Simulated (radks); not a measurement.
Results of a calculation; reference values are marked as such.
Species: the iodine anion I-. Configuration: [Xe]. Code: a radial shooting solver on a logarithmic mesh with Libxc functionals. Model: scalar-relativistic Kohn-Sham, PBE, spin-unpolarised, spherical densities, finite nucleus; Fermi nuclear charge, rms radius 4.75 fm; Watson sphere of charge +1 and radius 2.61 bohr.

Local quantities along the radius. ELF = 1/(1 + alpha^2) is the electron localisation function; alpha = (tau - tau_W)/tau_unif compares the Pauli kinetic energy density with that of the uniform gas. tau is taken from the large components.

```
   r/bohr * ELF (the largest magnitude, 0.999, reaches the edge; | marks zero)
 0.001091 |                                                      *
 0.001456 |                                                      *
 0.001941 |                                                      *
 0.002589 |                                                      *
 0.003453 |                                                      *
 0.004606 |                                                      *
 0.006143 |                                                      *
 0.008194 |                                                      *
  0.01093 |                                                      *
  0.01458 |                                                     *
  0.01944 |                                                 *
  0.02593 |                                    *
  0.03458 |                    *
  0.04613 |                  *
  0.06152 |                                *
  0.08205 |                                        *
   0.1103 |                                 *
   0.1471 |                 *
   0.1962 |                          *
   0.2617 |                                        *
   0.3491 |                                  *
   0.4656 |          *
    0.621 |                               *
   0.8283 |                                         *
    1.105 |                         *
    1.473 |              *
    1.965 |                                   *
    2.621 |                                            *
    3.496 |                                   *
    4.663 |             *
    6.219 |*
    8.295 *
```

On this mesh the ELF has minima near r = 0.040, 0.15, 0.47, 1.5 bohr, which separate the shells, and maxima near 0.082 (0.75), 0.30 (0.75), 0.83 (0.76), 2.6 (0.81).
